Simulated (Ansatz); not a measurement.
A run for Ansatz (an electronic-structure program): R-r2SCAN/def2-TZVPP on AlClH2O2 (SMILES [OH][Al]([OH])[Cl]), a point of a torsion scan.

Ansatz 0.2 input:
```yaml
crystal:
  periodic: [false, false, false]
  atoms:
    - {symbol: O, position_ang: [-1.22165316, -0.81712975, 0.45633922]}
    - {symbol: Al, position_ang: [-0.33382737, 0.52723712, 0.14120708]}
    - {symbol: O, position_ang: [0.32558681, 0.77493599, -1.34977196]}
    - {symbol: Cl, position_ang: [-0.08058994, 1.84078402, 1.66851296]}
    - {symbol: H, position_ang: [-1.79890980, -1.55024999, 0.30827497]}
    - {symbol: H, position_ang: [0.83771688, 1.26983496, -1.97129669]}
basis:
  gaussian:
    orbitals: def2-TZVPP
hamiltonian:
  xc: {name: r2SCAN}
scf: {lower_state_search: off}
```

The head of its log:

```
WARN ansatz: RAYON_NUM_THREADS=1 ignored (pool sized by the plan → 1); use --threads N
Functional definition: r2SCAN
these checks for a lower state are left out or cut short: stability, starts, cluster_reference, orbital_swaps, neighbouring_geometries, increment
integrals: 0.09 GiB planned
983 factors; their error is unknown
mean field: 0.60 GiB planned
mean field evaluation 1: about -23237.7889 eV, gradient 8.9e1 eV
mean field evaluation 2: about -23193.5967 eV, gradient 1.7e2 eV
```

Problem. Give the final energy of this run.

Solution. -854.4317 hartree.
